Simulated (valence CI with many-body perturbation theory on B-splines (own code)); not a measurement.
## Level structure of Si IX

Method: configuration interaction combined with many-body perturbation theory (CI+MBPT): four valence electrons over a frozen Dirac-Fock core [He], a basis of 11 s, 11 p, 9 d, 7 f, 5 g, 2 h, 1 i functions for each j, with the one-electron correlation potential Σ1 (screened to all orders), the two-electron term Σ2, the three-electron term Σ3, Breit, model QED; selected single and double excitations, second order for the rest, scaled by the run's own slope (own B-spline code, finite nucleus).

No measured levels were compared; by estimate levels of excited configurations hold to 0.05 to 0.15 % of their energy, terms of the ground configuration to about 0.5 %.

Levels 46 to 77 of 77, with energies above the lowest level, 2s2 2p2 3P_0. "Leading %" is the weight of the configuration and term that name the level; weights of strongly mixed levels are sums over their largest components and can fall short. Lifetimes count E1, E2, E3, M1 and M2 decay at the calculated energies, and are blank where another channel may lead or the interval is too uncertain; long ones can be off by a factor of two.

```
No.  Configuration  Term  J  E (cm⁻¹)  Leading %      g  Lifetime   Second component
 46      2s2 2p 3d   3P°  1   1816700         88  1.433   1.55 ps  6 % 2s2 2p 3d 3D°
 47      2s2 2p 3d   3P°  0   1817400         95          1.63 ps                   
 48      2s 2p2 3s    3P  0   1826500         91          6.95 ps   7 % 2s2 2p 3p 3P
 49      2s 2p2 3s    3P  1   1828500         91  1.500   6.92 ps   7 % 2s2 2p 3p 3P
 50      2s 2p2 3s    3P  2   1831900         91  1.500   6.88 ps   7 % 2s2 2p 3p 3P
 51      2s2 2p 3d   1F°  3   1837700         94  1.001    766 fs                   
 52      2s2 2p 3d   1P°  1   1838500         94  0.998   1.24 ps                   
 53      2s 2p2 3p   3S°  1   1858300         95  2.004   3.87 ps                   
 54      2s 2p2 3p   5D°  0   1864000         99          1.48 ns                   
 55      2s 2p2 3p   5D°  1   1864700         98  1.507    878 ps                   
 56      2s 2p2 3p   5D°  2   1866000         98  1.505   1.76 ns                   
 57      2s 2p2 3p   5D°  3   1868100         98  1.502   1.90 ns                   
 58      2s 2p2 3p   5D°  4   1870900         99  1.500   1.87 ns                   
 59      2s 2p2 3p   5P°  1   1874800         98  2.490    289 ps                   
 60      2s 2p2 3p   5P°  2   1875900         98  1.829    898 ps                   
 61      2s 2p2 3p   5P°  3   1878000         98  1.663    516 ps                   
 62      2s 2p2 3p   3D°  1   1894300         98  0.504   4.49 ps                   
 63      2s 2p2 3p   3D°  2   1896000         98  1.170   4.48 ps                   
 64      2s 2p2 3p   3D°  3   1898800         98  1.335   4.46 ps                   
 65      2s 2p2 3p   5S°  2   1903300         98  1.999    435 ps                   
 66      2s 2p2 3p   3P°  0   1909800         98          4.44 ps                   
 67      2s 2p2 3p   3P°  1   1910600         98  1.497   4.42 ps                   
 68      2s 2p2 3p   3P°  2   1911800         98  1.499   4.40 ps                   
 69      2s 2p2 3s    3D  1   1916800         97  0.499   5.63 ps                   
 70      2s 2p2 3s    3D  3   1916800         97  1.333   5.60 ps                   
 71      2s 2p2 3s    3D  2   1916800         97  1.167   5.63 ps                   
 72      2s 2p2 3s    1D  2   1942800         97  1.000   13.1 ps                   
 73      2s 2p2 3d    5F  1   1945900         99  0.005   1.39 ns                   
 74      2s 2p2 3d    5F  2   1946600         98  1.005   1.08 ns                   
 75      2s 2p2 3d    5F  3   1947700         98  1.254    907 ps                   
 76      2s 2p2 3d    5F  4   1949300         98  1.352   1.30 ns                   
 77      2s 2p2 3d    5F  5   1951300         99  1.400   2.23 ns
```
